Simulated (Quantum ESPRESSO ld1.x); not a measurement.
Values are calculated unless marked as measured or tabulated.
How relativity changes the ionisation of the cadmium ion Cd12+ ([Kr]) to Cd13+ ([Ar] 3d10 4s2 4p5). Spin-unpolarised spherical Kohn-Sham, revPBE, point nucleus, ld1.x of Quantum ESPRESSO 7.5. A level marked "c x" has the speed of light scaled by that factor and shares open shells by 2j + 1; other Dirac levels either fill j = l - 1/2 first or share by 2j + 1.

| level | E(Cd12+) (hartree) | E(Cd13+) (hartree) | IE (eV) | HOMO | <r> HOMO (bohr) |
|---|---|---|---|---|---|
| non-rel. | -5420.926 | -5409.676 | 306.13 | 4p | 0.8652 |
| scalar-rel. | -5548.850 | -5537.508 | 308.65 | 4p | 0.8564 |
| Dirac, 2j+1 shares | -5550.24 | -5538.89 | 308.79 | 4p3/2 | 0.8626 |
| Dirac, low j first | -5550.24 | -5538.99 | 306.19 | 4p3/2 | 0.8626 |
| Dirac, c x 0.75 | -5663.07 | -5651.63 | 311.04 | 4p3/2 | 0.8608 |
| Dirac, c x 0.85 | -5604.45 | -5593.06 | 309.88 | 4p3/2 | 0.8617 |
| Dirac, c x 1.25 | -5501.84 | -5490.52 | 307.81 | 4p3/2 | 0.8635 |

NIST Atomic Spectra Database: 305 eV (theoretical). The relativistic part of the total energy of Cd12+ is -129.3 hartree (Dirac, low j first), 2.4 % of the non-relativistic value. Spin polarisation and multiplet splitting of open shells are left out at every level.

Beside tabulated values, note that relativity, absent from the non-relativistic runs, is large for the heavy elements, and spin-unpolarised runs miss the spin-polarisation part of the exchange energy of open shells.
